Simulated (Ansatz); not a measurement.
Si₄BPH₁₂, a doped cluster cut from the lattice of silicon (B and P 2.4 A apart), relaxed as a singlet with RKS PBE-D4/def2-SVP in Ansatz, starting from the GFN2-xTB geometry. Force threshold 0.02 eV/Å.

Start:

| atom | x (Å) | y (Å) | z (Å) |
| --- | --- | --- | --- |
| B1 | 0.868 | 1.067 | 1.638 |
| Si2 | -1.754 | 0.895 | -0.946 |
| Si3 | 0.188 | -2.193 | 0.155 |
| Si4 | 1.703 | -0.629 | 1.028 |
| Si5 | -0.994 | -1.209 | -1.609 |
| P6 | 0.019 | 1.843 | 0.083 |
| H7 | 1.652 | 1.871 | 2.042 |
| H8 | -0.040 | 0.890 | 2.402 |
| H9 | -2.197 | 1.966 | -1.850 |
| H10 | -2.733 | 0.935 | 0.150 |
| H11 | 0.686 | -3.484 | -0.345 |
| H12 | -0.861 | -2.604 | 1.108 |
| H13 | 2.647 | -0.471 | -0.116 |
| H14 | 2.526 | -1.382 | 1.998 |
| H15 | -0.132 | -0.927 | -2.774 |
| H16 | -2.157 | -1.850 | -2.244 |
| H17 | 0.906 | 2.097 | -0.959 |
| H18 | -0.325 | 3.185 | 0.239 |

Task: Estimate the energy that the relaxation releases and the steps that it takes.

Result: 7.6 kcal/mol, in 7 steps; 13 s on 4 threads of Arm Neoverse V2 on a shared host. The force fell under the threshold at step 6, but the optimiser went on. No frequencies were taken in this run, so the end may be a saddle point.

Task: Does the start keep its bonding?

Result: By distances, no bond broke or formed. The bond that changes most is P6–H18, from 1.39 to 1.43 Å (atoms count from 1).

Task: Predict the relaxed structure.

Result: 
```xyz
18

B     0.8732    1.0563    1.5881
Si   -1.7342    0.9202   -0.8869
Si    0.1267   -2.2188    0.1564
Si    1.7199   -0.6756    0.9658
Si   -0.9689   -1.1720   -1.6486
P     0.0609    1.9565    0.0898
H     1.7234    1.8229    2.0287
H    -0.0555    0.8360    2.3607
H    -2.2631    1.8558   -1.9423
H    -2.7313    0.8215    0.2349
H     0.6693   -3.5367   -0.3407
H    -0.9481   -2.5115    1.1752
H     2.7043   -0.5300   -0.1778
H     2.4642   -1.3743    2.0795
H    -0.0125   -0.8619   -2.7738
H    -2.1567   -1.8992   -2.2280
H     0.9303    2.2202   -1.0154
H    -0.4019    3.2907    0.3345
```
Bond lengths: 3 × Si–Si 2.35 to 2.36 Å; 1 × P–Si 2.29 Å; 1 × B–Si 2.03 Å; 1 × B–P 1.93 Å; 8 × H–Si 1.50 to 1.52 Å; 2 × B–H 1.23 Å; 2 × H–P 1.43 Å.
